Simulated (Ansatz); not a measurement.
A geometry optimisation of ClFHInNO with B3LYP-D3(BJ)/def2-SVP

The starting geometry of this gas-phase doublet was optimised with GFN2-xTB; its bonds are those of `[O][NH][In]([F])[Cl]`.

```
atom   x (Å)    y (Å)    z (Å)
  Cl  1.3583  -1.6463  -3.4657
   F  2.8386  -1.3117  -0.0342
  In  2.2823  -0.3432  -1.7411
   N  2.4945   1.8878  -2.4538
   O  2.7267   2.8142  -1.6831
   H  1.6626   2.0329  -3.0662
```

Question: Predict what it relaxes into with B3LYP-D3(BJ)/def2-SVP.

Answer: It keeps its bonds, and is `[O][NH][In]([F])[Cl]`. Distances that change by over a tenth: In3–N4 (2.35 → 2.11 Å).

The energy falls by 0.30 eV over 12 steps:

```
step  E − E(last) (eV)
   1             0.305
   2             0.157
   3             0.091
   5             0.014
   6             0.008
   7             0.003
   8             0.002
  10             0.000
  11             0.000
  12             0.000
```

Final geometry (Å):

```yaml
atoms:
  - { symbol: Cl, position_ang: [1.2944, -1.8093, -3.4126] }
  - { symbol: F, position_ang: [2.9129, -0.9926, -0.1892] }
  - { symbol: In, position_ang: [2.2120, -0.2922, -1.8722] }
  - { symbol: N, position_ang: [2.2781, 1.7716, -2.2913] }
  - { symbol: O, position_ang: [2.7608, 2.6246, -1.4950] }
  - { symbol: H, position_ang: [1.9047, 2.1315, -3.1837] }
```

Frequencies at the end are all real (lowest 60 cm⁻¹). Open shells are spin-unrestricted. Atoms past krypton carry core potentials, without spin–orbit terms. Run with Ansatz 0.2.0, 38 s on 2 threads of Intel(R) Xeon(R) 6975P-C (Granite Rapids), on a shared host.
